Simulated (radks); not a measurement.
Results of a calculation; reference values are marked as such.
Rb IV, 34 electrons, occupied as [Ar] 3d10 4s2 4p3.5 4d0.5 (fractional occupations, a model configuration).

Level of theory: Dirac Kohn-Sham, PBE, spin-unpolarised, spherical densities, finite nucleus; open shells fill j = l - 1/2 first; Fermi nuclear charge, rms radius 4.2036 fm (a radial shooting solver on a logarithmic mesh with Libxc functionals).

Energy parts (hartree):
total: -2978.38480
kinetic: 3063.36785
electron-nucleus: -7146.54283
Hartree: 1204.46141
exchange-correlation: -99.67124

Orbitals (lengths in bohr, moments of r in powers of bohr; <r^-3> diverges for s and p1/2; r(90%) holds 90 % of the orbital's charge):
orbital	occ.	eigenvalue (hartree)	<r^2>	r(90%)	<r^-3>	<r^4>
1s1/2	2	-553.6684	0.002187	0.0721	-	0.00001234
2s1/2	2	-75.14423	0.03722	0.275	-	0.002397
2p1/2	2	-68.28669	0.02845	0.249	-	0.001631
2p3/2	4	-66.05234	0.02987	0.255	1566	0.001781
3s1/2	2	-12.31237	0.2989	0.758	-	0.1407
3p1/2	2	-9.85413	0.3055	0.778	-	0.1560
3p3/2	4	-9.51801	0.3178	0.793	238.0	0.1686
3d3/2	4	-5.21614	0.3325	0.848	31.85	0.2282
3d5/2	6	-5.15893	0.3372	0.854	30.69	0.2344
4s1/2	2	-2.39148	2.173	2.02	-	7.119
4p1/2	2	-1.77932	2.724	2.28	-	11.56
4p3/2	1.5	-1.73909	2.818	2.32	28.67	12.36
4d3/2	0.5	-0.88796	5.468	3.31	2.211	49.77
4d5/2	0	-0.88408	5.517	3.32	2.139	50.61
5s1/2	0	-0.79535	11.68	4.59	-	192.5
5p1/2	0	-0.63423	15.23	5.25	-	328.5
5p3/2	0	-0.62583	15.59	5.31	6.015	344.0

The highest occupied level is 4d3/2 at -24.163 eV. The electron density at the nucleus is 5.496e+04 e/bohr^3. Summed over all electrons, <r^2> = 22.84 bohr^2, which gives a Langevin (diamagnetic) susceptibility term of -18.1 x 10^-6 cm^3/mol.
